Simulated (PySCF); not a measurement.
Ionisation energy of Zr(38+) by level of theory

Zr(38+) 1s2 → Zr(39+) 1s1 [1s1/2^1, M_J = 1/2], as a difference of total energies. Calculation: PySCF 2.14, in an uncontracted even-tempered set (15 s from 70 bohr⁻², ratio 2.4; 10 p from 90 bohr⁻², ratio 2.4; 3 d from 280 bohr⁻², ratio 2.6; 3 f from 430 bohr⁻², ratio 2.6); the two-component X2C-1e Hamiltonian. Correlated levels: nothing frozen; the 32 highest virtual spinors dropped. "Screened" scales the spin-orbit matrix elements by Boettger's factors to mimic the two-electron term; Breit and QED terms are absent.

| method | ionisation energy (eV) | difference from reference (eV) |
| --- | --- | --- |
| GHF (screened spin-orbit) | 21542.2 | +25.7 |
| GMP2 (screened spin-orbit) | 21543.6 | +27.1 |

Reference: 21516.5 eV (theoretical estimate listed by NIST; NIST Atomic Spectra Database, ionization energies).

For this ion Breit and QED terms and the two-electron picture change, all absent here, outweigh the correlation shift from GHF to GMP2.
